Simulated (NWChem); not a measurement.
## Atomisation of germylsilane (H$_{6}$GeSi)

```xyz
8

Si     0.0618     1.6043     0.0000
Ge    -0.0299    -0.7770     0.0000
H      0.7828     2.0914     1.2154
H      0.7828     2.0914    -1.2154
H     -1.3209     2.1723     0.0000
H     -0.7716    -1.2892     1.2495
H     -0.7716    -1.2892    -1.2495
H      1.3910    -1.3725     0.0000
```
Charge 0, spin multiplicity 1.

All runs are NWChem calculations. Structure: optimised with PBE0/def2-SVP, a minimum by its harmonic frequencies.

Basis set: def2-TZVP. The atomisation energy is electronic alone: no zero-point, thermal, spin-orbit or counterpoise terms. No value is extrapolated to the basis-set limit. Free atoms are single determinants with multiplicities Si 3, Ge 3, H 2. Correlated methods freeze the same cores in atoms and molecule, 14 orbitals in all.

The Hamiltonian is non-relativistic. B3LYP has NWChem's definition, with VWN1-RPA local correlation. No SCF solution was tested for a lower state. Open-shell Hartree-Fock references start from PBE0 orbitals.

Q: Order these methods by the atomisation energy they give, lowest first: BHandHLYP, MP2, B3LYP, PBE.

A: MP2 (479.8 kcal/mol), PBE (496.5 kcal/mol), BHandHLYP (502.9 kcal/mol), B3LYP (504.4 kcal/mol)
